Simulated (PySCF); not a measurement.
HS (SMILES [SH-]), charge -1, singlet, geometry from GFN2-xTB (in this run its highest filled SCF level lies above zero, so its values depend strongly on the basis, on diffuse functions most of all); DF-R2SCAN/aug-cc-pVDZ (PySCF).

Input for PySCF:
```python
from pyscf import gto, scf, dft

mol = gto.M(
    atom='''
S    -0.000000   -0.000000   -0.078636
H     0.000000    0.000000    1.258176
''',
    basis='aug-cc-pvdz',
    charge=-1,
    spin=0,
    verbose=4,
    max_memory=1800,
)

mf = dft.RKS(mol)
mf.xc = 'r2scan'
mf = mf.density_fit(auxbasis='def2-universal-jkfit')
mf.kernel()
```

**Question.** What does PySCF print? Leave out banner, timings and long lists.

**Answer.** 
```
PySCF version 2.14.0

[INPUT] verbose = 4
[INPUT] num. atoms = 2
[INPUT] num. electrons = 18
[INPUT] charge = -1
[INPUT] spin (= nelec alpha-beta = 2S) = 0
[INPUT] symmetry False subgroup None
[INPUT] Mole.unit = angstrom
[INPUT] Symbol           X                Y                Z      unit          X                Y                Z       unit  Magmom
[INPUT]  1 S      0.000000000000   0.000000000000  -0.078636000000 AA    0.000000000000   0.000000000000  -0.148600503531 Bohr   0.0
[INPUT]  2 H      0.000000000000   0.000000000000   1.258176000000 AA    0.000000000000   0.000000000000   2.377608056501 Bohr   0.0

nuclear repulsion = 6.33360216299674
number of shells = 13
number of NR pGTOs = 61
number of NR cGTOs = 36
basis = aug-cc-pvdz
ecp = {}

******** <class 'pyscf.df.df_jk.DFRKS'> ********
method = DFRKS
initial guess = minao
damping factor = 0
level_shift factor = 0
DIIS = <class 'pyscf.scf.diis.CDIIS'>
diis_start_cycle = 1
diis_space = 8
diis_damp = 0
SCF conv_tol = 1e-09
SCF conv_tol_grad = None
SCF max_cycles = 50
direct_scf = False
XC library pyscf.dft.libxc version 7.1.2
    S. Lehtola, C. Steigemann, M. J. T. Oliveira, and M. A. L. Marques,  SoftwareX 7, 1–5 (2018)
XC functionals = r2scan
    J. W. Furness, A. D. Kaplan, J. Ning, J. P. Perdew, and J. Sun,  J. Phys. Chem. Lett. 11, 8208–8215 (2020)
    J. W. Furness, A. D. Kaplan, J. Ning, J. P. Perdew, and J. Sun,  J. Phys. Chem. Lett. 11, 9248–9248 (2020)
    J. W. Furness, A. D. Kaplan, J. Ning, J. P. Perdew, and J. Sun,  J. Phys. Chem. Lett. 11, 8208–8215 (2020)
    J. W. Furness, A. D. Kaplan, J. Ning, J. P. Perdew, and J. Sun,  J. Phys. Chem. Lett. 11, 9248–9248 (2020)
radial grids:
    Treutler-Ahlrichs [JCP 102, 346 (1995); DOI:10.1063/1.469408] (M4) radial grids

becke partition: Becke, JCP 88, 2547 (1988); DOI:10.1063/1.454033
pruning grids: <function nwchem_prune>
grids dens level: 3
symmetrized grids: False
atomic radii adjust function: <function treutler_atomic_radii_adjust>
small_rho_cutoff = 0
Set gradient conv threshold to 3.16228e-05
Initial guess from minao.
tot grids = 28688
init E= -398.658096380814
  HOMO = -0.277562856754848  LUMO = -0.0130153775261621  gap/eV = 7.19870
cycle= 1 E= -398.726341079518  delta_E= -0.0682  |g|= 0.403  |ddm|= 1.14
  HOMO = 0.146820899729117  LUMO = 0.164540807814012  gap/eV = 0.48218
cycle= 2 E= -398.609856149372  delta_E= 0.116  |g|= 0.706  |ddm|= 1.46
  HOMO = 0.0318200905780737  LUMO = 0.144694632176478  gap/eV = 3.07147
cycle= 3 E= -398.801149715112  delta_E= -0.191  |g|= 0.0186  |ddm|= 0.89
  HOMO = 0.0322589387237417  LUMO = 0.141867721831685  gap/eV = 2.98261
cycle= 4 E= -398.801289696719  delta_E= -0.00014  |g|= 0.0169  |ddm|= 0.077
  HOMO = 0.0313174998210026  LUMO = 0.141572005453281  gap/eV = 3.00018
cycle= 5 E= -398.801387632528  delta_E= -9.79e-05  |g|= 0.00546  |ddm|= 0.0162
  HOMO = 0.0293382940592979  LUMO = 0.140601580057595  gap/eV = 3.02763
cycle= 6 E= -398.801397990073  delta_E= -1.04e-05  |g|= 0.000676  |ddm|= 0.00622
  HOMO = 0.0290870337758826  LUMO = 0.140457180488962  gap/eV = 3.03054
cycle= 7 E= -398.801398141399  delta_E= -1.51e-07  |g|= 7.63e-05  |ddm|= 0.000978
  HOMO = 0.0290492374681279  LUMO = 0.140429651250623  gap/eV = 3.03082
cycle= 8 E= -398.801398143416  delta_E= -2.02e-09  |g|= 4.43e-06  |ddm|= 0.000152
  HOMO = 0.0290480536477186  LUMO = 0.140429129602998  gap/eV = 3.03083
cycle= 9 E= -398.801398143425  delta_E= -9.66e-12  |g|= 2.32e-07  |ddm|= 1.27e-05
  HOMO = 0.0290480874460556  LUMO = 0.140429113440328  gap/eV = 3.03083
Extra cycle  E= -398.801398143425  delta_E= 5.12e-13  |g|= 3.12e-07  |ddm|= 9.93e-07
converged SCF energy = -398.801398143425
```
